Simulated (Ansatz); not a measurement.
C2H4BFO, SMILES `O/C=C/BF`. Charge 0, multiplicity 1.

Z-matrix (Å, degrees):
```
C
C 1 1.343
O 1 1.333 2 127.4
H 1 1.086 2 121.6 3 -180.0
B 2 1.517 1 118.5 3 -180.0
H 2 1.090 1 119.2 3 0.0
H 3 0.965 1 109.5 2 0.0
F 5 1.332 2 120.7 1 -180.0
H 5 1.202 2 122.2 1 -0.0
```

Problem. List the harmonic frequencies (cm⁻¹, unscaled) at PBE0-D4/def2-TZVP in Ansatz. (An estimate is asked.)

Solution. Ansatz gave: 125, 184, 310, 424, 524, 585, 849, 903, 1020, 1069, 1112, 1144, 1188, 1334, 1373, 1432, 1679, 2591, 3142, 3196, 3812.

Problem. Is this a minimum?

Solution. Yes, all 21 modes are real.

Problem. Give the ideal-gas thermochemistry at 298.15 K and 1 bar (rigid rotor, harmonic oscillator; point group Cs, symmetry number 1).

Solution. Zero-point energy 167.5 kJ/mol; H(298) − E = 184.2 kJ/mol; entropy 307.1 J/(mol·K), of which translation 162.5, rotation 105.7, vibration 39.0; G(298) − E = 92.7 kJ/mol.

Problem. And at 400, 500, 600, 800 and 1000 K?

Solution. 
```tsv
T (K)	H − E (kJ/mol)	S (J/mol/K)	G − E (kJ/mol)
400	193.7	334.2	60.0
500	204.6	358.6	25.3
600	217.0	381.1	-11.7
800	244.9	421.1	-92.0
1000	275.9	455.7	-179.8
```
